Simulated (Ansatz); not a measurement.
CHO$_{3}$ (SMILES O=C([O-])O), charge -1, singlet, at a GFN2-xTB geometry (a gas-phase anion, which may not be bound at this level); MP2/STO-3G in Ansatz (an electronic-structure program).

Here is a job for Ansatz.
Ansatz 0.2 input:
```yaml
crystal:
  periodic: [false, false, false]
  atoms:
    - {symbol: O, position_ang: [1.13393356, -0.59547373, 0.06006873]}
    - {symbol: C, position_ang: [-0.17204899, 0.04624794, -0.01054587]}
    - {symbol: O, position_ang: [-0.11749047, 1.27346465, 0.03311655]}
    - {symbol: O, position_ang: [-1.10808714, -0.72896887, -0.10125746]}
    - {symbol: H, position_ang: [1.76544629, 0.13033604, 0.12785263]}
basis:
  gaussian:
    orbitals: STO-3G
total_charge: -1
magnetization: {spin_polarized: false}
correlation: {method: mp2}
```

**Question.** Predict the main parts of the log of this Ansatz run.

**Answer.** 
```
Functional definition: HF
305 factors; integrals over basis functions are off by at most 3.1e-5 eV
mean field evaluation 1: about -7051.5602 eV, gradient 4.2e1 eV
mean field evaluation 2: about -7051.7118 eV, gradient 4.2e1 eV
mean field evaluation 4: about -7056.7984 eV, gradient 1.7e0 eV
mean field evaluation 8: about -7056.8113 eV, gradient 1.6e-4 eV
mean field -7056.81125545 eV, -259.3330303594 hartree, gradient 2.4e-6 eV, S^2 0.000000; 0 other end points of the search recorded, 0 dependent functions left out
4 core orbitals not correlated
reference -7056.81125545 eV, -259.3330303594 hartree; 12, 12 occupied and 5, 5 virtual orbitals, 305 factors
second order -4.77971217 eV of doubles, -0.00000000 eV of singles
Total energy: -7061.59096762 eV, -259.5086815417 hartree
```
